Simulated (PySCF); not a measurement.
Excitations are Tamm–Dancoff values on a coarser integration grid. The basis has no diffuse functions, so Rydberg states are missing or too high.

Z-matrix (Å, degrees):
```
In
O 1 1.9884
H 2 0.9639 1 111.83
O 1 1.9884 2 120.01 3 0.01
H 4 0.9639 1 111.84 2 -179.99
O 1 1.9884 2 119.98 3 -179.99
H 6 0.9639 1 111.83 2 0.01
```
Charge 0, spin multiplicity 1.

Question: Predict the total energy, dipole moment, brightest of the four lowest singlets (TDA), HOMO, T1 excitation (TDA), S1 excitation (TDA), S1–T1 gap (TDA) and LUMO from PBE-D3(BJ)/def2-TZVP // B3LYP-D3(BJ)/def2-TZVP (PySCF 2.14.0).

Answer: 
```json
{
  "total_energy": "-417.5337 Ha",
  "dipole_moment": "0.00 D",
  "brightest of the four lowest singlets (TDA)": "5.31 eV",
  "HOMO": "-6.95 eV",
  "T1 excitation (TDA)": "3.85 eV",
  "S1 excitation (TDA)": "4.18 eV",
  "S1–T1 gap (TDA)": "0.33 eV",
  "LUMO": "-2.91 eV"
}
```
